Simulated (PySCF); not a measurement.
Geometry:
| atom | x (Å) | y (Å) | z (Å) |
| --- | --- | --- | --- |
| C1 | -1.857 | 1.800 | -0.452 |
| C2 | -0.712 | 1.203 | -0.143 |
| N3 | -0.477 | -0.156 | -0.113 |
| Si4 | -1.736 | -1.296 | -0.463 |
| C5 | 0.878 | -0.580 | 0.211 |
| C6 | 1.281 | -0.162 | 1.627 |
| C7 | 1.889 | -0.088 | -0.828 |
| H8 | -1.932 | 2.872 | -0.440 |
| H9 | -2.742 | 1.255 | -0.724 |
| H10 | 0.139 | 1.817 | 0.118 |
| H11 | -2.209 | -1.131 | -1.842 |
| H12 | -1.127 | -2.614 | -0.294 |
| H13 | -2.842 | -1.128 | 0.483 |
| H14 | 0.875 | -1.674 | 0.178 |
| H15 | 1.374 | 0.918 | 1.713 |
| H16 | 2.238 | -0.609 | 1.886 |
| H17 | 0.533 | -0.502 | 2.339 |
| H18 | 1.997 | 0.993 | -0.797 |
| H19 | 1.562 | -0.372 | -1.825 |
| H20 | 2.862 | -0.535 | -0.637 |

Theory: geometry from GFN2-xTB, GIAO PBE0/pcSseg-1 shieldings, in PySCF 2.14 (non-relativistic Hamiltonian, no solvent, equivalent nuclei averaged, one computed conformer).

Q: Predict the 2D correlation tables (HSQC, COSY, HMBC).

A: 

HSQC (one-bond C–H):
```tsv
δH	δC
6.52 (H10)	143.6 (C2)
4.20 (H8)	88.9 (C1)
3.98 (H9)	88.9 (C1)
3.25 (H14)	55.8 (C5)
1.18 (H15/H16/H17/H18/H19/H20)	25.2 (C6/C7)
```

COSY cross peaks (H two or three bonds apart, from the bond graph; peaks can be absent where the dihedral angle is near 90°):
```tsv
δH	δH
6.52 (H10)	4.20 (H8)
6.52 (H10)	3.98 (H9)
4.20 (H8)	3.98 (H9)
3.25 (H14)	1.18 (H15/H16/H17/H18/H19/H20)
```

HMBC (two and three bonds, from the bond graph):
```tsv
δH	δC
6.52 (H10)	88.9 (C1), 55.8 (C5)
4.70 (H11/H12/H13)	143.6 (C2), 55.8 (C5)
4.20 (H8)	143.6 (C2)
3.98 (H9)	143.6 (C2)
3.25 (H14)	143.6 (C2), 25.2 (C6/C7)
1.18 (H15/H16/H17/H18/H19/H20)	55.8 (C5), 25.2 (C6/C7)
```

Shifts are taken against calculated references (same method and geometry level): TMS for 1H (31.72 ppm) and 13C (186.93 ppm).

Short H···H contacts in this conformer between protons four or more bonds apart (candidates for NOE cross peaks, intensity ∝ r⁻⁶): H10···H15 2.21 Å, H12···H14 2.26 Å, H9···H13 2.67 Å.

Shifts are as computed. Against solution values, carbons near 30 ppm lie about +3 ppm off and those near 130 ppm about +5 ppm. Of 1211 compounds with measured shifts, 218 miss one by over three times the rms of a fit or turn the order of signals round; such compounds aren't used in these exercises.
